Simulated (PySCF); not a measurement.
C₆H₁₃O (doublet state).
Atom-mapped SMILES: `[CH2:1][C:2]([CH3:3])([CH3:4])[CH2:5][CH2:6][OH:7]` (hydrogens: H8, H9 on C1; H10, H11, H12 on C3; H13, H14, H15 on C4; H16, H17 on C5; H18, H19 on C6; H20 on O7)

Geometry (GFN2-xTB, Å), atoms numbered from 1 in this order:
```xyz
20
C6H13O angstrom
C     -1.0350   -0.4977    1.3134
C     -0.6418   -0.0867   -0.0505
C     -1.4598   -0.9082   -1.0782
C     -0.9328    1.4007   -0.2726
C      0.8498   -0.4016   -0.2952
C      1.7872    0.2996    0.6892
O      3.0998   -0.2095    0.6294
H     -1.7160    0.0937    1.8925
H     -0.7368   -1.4556    1.6931
H     -1.1914   -0.6165   -2.0913
H     -1.2645   -1.9706   -0.9559
H     -2.5233   -0.7338   -0.9351
H     -0.4441    2.0061    0.4861
H     -2.0032    1.5842   -0.2160
H     -0.5822    1.7175   -1.2525
H      1.0049   -1.4777   -0.1905
H      1.1167   -0.1208   -1.3183
H      1.7956    1.3837    0.5104
H      1.4470    0.1198    1.7122
H      3.4247   -0.1160   -0.2731
```

The hyperfine couplings belong to this conformer and change with its torsions.

The calculation used PySCF, UKS B3LYP, pcH-1 on C H O, non-relativistic, mean-field spin-orbit, GIAO. Geometry: GFN2-xTB, one conformer, isolated molecule. The geometry wasn't refined by DFT: couplings that depend on bond lengths, twists or pyramidal angles can differ widely from those at the functional's own minimum. No stability test was run, so a lower SCF solution isn't excluded.

The Mulliken spin populations are largest on C1 (+1.08) and C2 (-0.07). C1 is the only atom above +0.15. The positive populations add up to 1.17 and the negative ones to -0.17, together 2S = 1. The angles at C1 add up to 359.6°, so it is planar; its axial dipolar tensor and the negative couplings of its protons fit spin in a p orbital normal to that plane.

Task: McConnell's relation a(H) = Q·ρ ties the coupling of a proton on a planar π carbon to the spin population of that carbon. What Q do the computed values give?

Result: 
```json
{"H": "H8", "C": "C1", "ρ(C)": "+1.078", "a(H) (G)": "-22.78", "a/ρ (G)": "-21.1"}
{"H": "H9", "C": "C1", "ρ(C)": "+1.078", "a(H) (G)": "-22.01", "a/ρ (G)": "-20.4"}
```

These protons share one ρ (within 0.01), so their mean ratio, Q = -20.8 G, is no test of linearity. In McConnell's picture π spin on carbon polarises the C–H bond and leaves opposite spin at the proton, which makes Q negative, as found here.

Couplings in gauss use g_iso = 2.0026.

On one thread, Intel Xeon Platinum 8488C (x86_64), shared host with 96 logical CPUs at a one-minute load of 50, this took 78 s of wall time (grids of density and orbitals included) and 0.97 GiB of memory at its peak.
